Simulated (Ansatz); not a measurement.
`OB1CC[Se]1`. Total charge 0; spin multiplicity 1. All single points use the PBE0-D4/def2-TZVP geometry. It is one conformer, not always the lowest.

```xyz
10

O    -0.246   -0.203   -2.280
B    -0.060    0.128   -0.989
C    -0.137   -0.756    0.308
C     0.197    0.380    1.292
Se    0.386    1.809   -0.079
H    -0.143    0.526   -2.898
H    -1.121   -1.199    0.490
H     0.591   -1.572    0.338
H     1.134    0.255    1.832
H    -0.601    0.632    1.987
```

Task: What is the dipole moment at PBE/def2-TZVPP? (An estimate is asked.)

Result: Computed: 0.37 D, with components (-0.08, -0.36, -0.06) D in this frame, pointing from negative to positive charge.

Task: And with r2SCAN, B3LYP, ωB97M-V? (Estimate.)

Result: Ansatz gave: r2SCAN 0.50 D, B3LYP 0.39 D, ωB97M-V 0.45 D.

Task: Give the Mulliken charges with PBE, B3LYP, r2SCAN in def2-TZVPP. (Best estimate.)

Result: Computed: 
| atom | PBE | B3LYP | r2SCAN |
| --- | --- | --- | --- |
| O1 | -0.23 | -0.26 | -0.30 |
| B2 | 0.10 | 0.17 | 0.18 |
| C3 | -0.21 | -0.23 | -0.19 |
| C4 | -0.17 | -0.18 | -0.08 |
| Se5 | -0.10 | -0.12 | -0.12 |
| H6 | 0.21 | 0.20 | 0.22 |
| H7 | 0.09 | 0.09 | 0.06 |
| H8 | 0.08 | 0.09 | 0.06 |
| H9 | 0.11 | 0.12 | 0.08 |
| H10 | 0.11 | 0.12 | 0.08 |

B3LYP here is the variant with VWN-RPA as its local correlation; programs differ in this.
